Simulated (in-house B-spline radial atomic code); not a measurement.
Configurations of Ru VI (Ru5+), with energies counted from [Kr] 4d3. Level of theory: Dirac-Hartree-Fock, average of configuration, Fermi nucleus of rms radius 4.4809 fm; calculated with a B-spline radial code for spherical atoms. Energies include first-order Breit, QED and recoil terms.

Occupations are held fixed; configurations that lie above the ionisation limit could autoionise.

| configuration | E - E(ref) (eV) | highest orbital | its <r> (bohr) |
| --- | --- | --- | --- |
| [Kr] 4d2 4f1 | 39.981 | 4f5/2 | 2.321 |
| [Kr] 4d2 6f1 | 59.372 | 6f7/2 | 7.005 |
| [Kr] 4d2 8s1 | 60.899 | 8s1/2 | 9.052 |
| [Kr] 4d2 8p1 | 62.033 | 8p3/2 | 9.746 |
| [Ar] 3d10 4s2 4p5 4d3 6s1 | 92.395 | 6s1/2 | 4.017 |
| [Ar] 3d10 4s2 4p5 4d3 5f1 | 101.09 | 5f7/2 | 4.372 |
| [Ar] 3d10 4s2 4p5 4d3 7g1 | 113.29 | 7g7/2 | 10.49 |

Task: Order these further configurations by energy, lowest first.
A. [Kr] 4d2 7p1
B. [Ar] 3d10 4s2 4p5 4d3 8f1
C. [Kr] 4d2 8g1
D. [Ar] 3d10 4s2 4p5 4d3 7f1
E. [Kr] 4d2 6p1

Result: E (47.341 eV), A (56.807 eV), C (66.793 eV), D (112.32 eV), B (114.99 eV).

Task: How far above the reference does [Ar] 3d10 4s2 4p5 4d3 8s1 lie?

Result: 109.73 eV; its least bound orbital is 8s1/2 with <r> = 9.036 bohr.

Task: How far above the reference does [Kr] 4d2 6s1 lie?

Result: 43.63 eV; its least bound orbital is 6s1/2 with <r> = 4.028 bohr.
